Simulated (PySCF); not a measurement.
Species: C3H5ClOSi.
Z-matrix (Å and degrees, PBE0-D3(BJ)/def2-SVP geometry), rows numbered from 1:
```
O 
C   1  1.2073
Si  2  1.9106  1  118.26
C   3  1.8707  2  113.26  1    24.56
C   4  1.5156  3   66.42  2   -98.35
Cl  5  1.7631  3  121.92  4   109.06
H   2  1.1234  1  120.46  3  -179.11
H   3  1.4822  2  121.29  1  -178.74
H   4  1.0954  3  117.25  5  -108.30
H   4  1.0963  3  118.46  5   108.26
H   5  1.0959  3  116.40  4  -108.19
```

Jobs on this species (11 atoms, 62 electrons) with PySCF (density fitting). Hardware of each: one thread of an Arm Neoverse V1, on a shared host. Times come from a shared host and carry two figures at best. Peak memory is the resident size of the whole Python process, interpreter and libraries included.

```csv
level and settings,work,basis functions,SCF cycles,wall time,peak memory
"delta-SCF UKS HF, pcX-2 on the ionised atom, pcseg-1 elsewhere, spin-free X2C","ΔSCF core ionisation, 8 holes",159,?,?,?
"delta-SCF UKS PBE0, pcX-2 on the ionised atom, pcseg-1 elsewhere, spin-free X2C","ΔSCF core ionisation, 8 holes",159,?,?,?
"delta-SCF UKS SCAN, pcX-2 on the ionised atom, pcseg-1 elsewhere, non-relativistic","ΔSCF core ionisation, 8 holes",159,?,?,?
"delta-SCF UKS SCAN, def2-TZVP on the ionised atom, pcseg-1 elsewhere, spin-free X2C","ΔSCF core ionisation, 8 holes",136,144,52 s,0.47 GiB
"delta-SCF UKS SCAN, pcX-1 on the ionised atom, pcseg-1 elsewhere, spin-free X2C","ΔSCF core ionisation, 8 holes",139,144,48 s,0.46 GiB
"delta-SCF UKS B3LYP, pcX-2 on the ionised atom, pcseg-1 elsewhere, spin-free X2C","ΔSCF core ionisation, 8 holes",159,142,79 s,0.65 GiB
"delta-SCF UKS PBE, pcX-2 on the ionised atom, pcseg-1 elsewhere, spin-free X2C","ΔSCF core ionisation, 8 holes",159,144,36 s,0.59 GiB
"delta-SCF UKS SCAN, pcX-2 on the ionised atom, pcseg-1 elsewhere, spin-free X2C","ΔSCF core ionisation, 8 holes",159,144,57 s,0.57 GiB
"PBE0-D3(BJ)/def2-SVP, grid level 1",geometry optimisation from a GFN2-xTB start shaken at random,117,49,41 s,0.48 GiB
```

Fill in the missing figures.

- delta-SCF UKS HF, pcX-2 on the ionised atom, pcseg-1 elsewhere, spin-free X2C; ΔSCF core ionisation, 8 holes: 70 s, 0.61 GiB, 194 SCF cycles
- delta-SCF UKS PBE0, pcX-2 on the ionised atom, pcseg-1 elsewhere, spin-free X2C; ΔSCF core ionisation, 8 holes: 76 s, 0.59 GiB, 137 SCF cycles
- delta-SCF UKS SCAN, pcX-2 on the ionised atom, pcseg-1 elsewhere, non-relativistic; ΔSCF core ionisation, 8 holes: 54 s, 0.61 GiB, 142 SCF cycles

What do all jobs in the table cost together?

About 8.6 min; the longest takes about 15 % of that, and about 2.2 times as long as the shortest.
